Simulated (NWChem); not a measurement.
C₂H₄FNSi; SMILES N#CC[SiH2]F

```xyz
9

N      0.7210    -2.5455    -0.2222
C      0.0345    -1.6760     0.1150
C     -0.8078    -0.5638     0.5055
Si    -0.3343     1.0777    -0.3069
F      1.1002     1.5491     0.2841
H     -0.7765    -0.4365     1.6007
H     -1.8561    -0.7842     0.2378
H     -1.3561     2.0890     0.0742
H     -0.2205     0.9184    -1.7783
```
Atoms are numbered in this order, from 1.

Level: PBE0/def2-SVP (NWChem), optimised geometry, unscaled harmonic frequencies. 

**Question.** List the harmonic frequencies with IR intensities, and the thermochemistry.

**Answer.** 
```tsv
frequency (cm⁻¹)	IR intensity (km/mol)
62	4.3
131	1.7
238	11.5
380	0.4
467	3.5
574	34.9
673	9.6
732	45.2
787	24.1
876	20.2
937	202.4
973	188.1
989	3.3
1157	6.7
1198	40.1
1396	13.2
2273	102.6
2293	95.6
2407	26.9
3069	3.5
3133	2.2
```

```json
{
 "zero_point_energy": "35.4 kcal/mol",
 "thermal correction to the enthalpy at 298.15 K (with zero-point energy)": "39.8 kcal/mol",
 "heat capacity Cv": "20.2 cal/(mol K)",
 "entropy at 298.15 K and 1 atm (symmetry number 1)": "78.7 cal/(mol K)",
 "dipole_moment": "4.22 D"
}
```

Rigid rotor and harmonic oscillator; modes under 100 cm⁻¹ make the entropy uncertain.
